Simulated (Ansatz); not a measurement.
# Two structures, one formula

Two relaxed structures of BSiClO, singlet (PBE0-D4/def2-TZVP; forces vanish, vibrations not checked).

A:

O1  (-0.549, -1.223, -0.563)
Si2  (0.544, -0.492, 0.570)
B3  (-0.670, 0.108, -0.793)
Cl4  (-1.685, 0.891, -1.954)
(Å)

B:

```
atom    x (Å)    y (Å)    z (Å)
  O1  -1.4006   0.2039  -1.4866
 Si2   0.9421   0.7050   0.7283
  B3  -0.5394   0.3402  -0.6569
 Cl4   0.9980  -1.2492   1.4151
```

Program: Ansatz 0.2.0. Basis: def2-TZVPP. Cores are frozen in the correlated methods. B3LYP uses VWN-RPA correlation.

Problem. Which structure is lower at CCSD(T), and by how much? (To be estimated.)

Solution. By the calculation: B, by 3.98 kcal/mol (electronic energy, against the other). By their contacts, A is BSiClO ([Cl][B]1[O][Si]1) and B is BSiClO ([O][B][Si][Cl]).

All methods give the same order:

| method | E(B) − E(A) (kcal/mol) |
| --- | --- |
| PBE-D4 | -3.61 |
| r2SCAN-D4 | -2.13 |
| PBE0-D4 | -1.93 |
| B3LYP-D4 | -5.88 |
| wB97M-V | -2.85 |
| HF | -6.40 |
| MP2 | -3.43 |
| CCSD | -4.04 |
| CCSD(T) | -3.98 |

T1 diagnostic: at most 0.019. The restricted Hartree–Fock reference is unstable towards an unrestricted one at one or more of these structures.

Labels in which every atom is bracketed show which atoms are joined, not bond orders.

For scale, one of the runs: CCSD(T)/def2-TZVPP, 146 basis functions, launched by `ansatz run in.yaml --threads 2 --pin off --events-out ev --progress --plain --max-ram 4352MiB`. The run took 13 s on 2 CPU threads of an Arm Neoverse V2 (shared host), with 0.83 GiB of host memory at its peak.
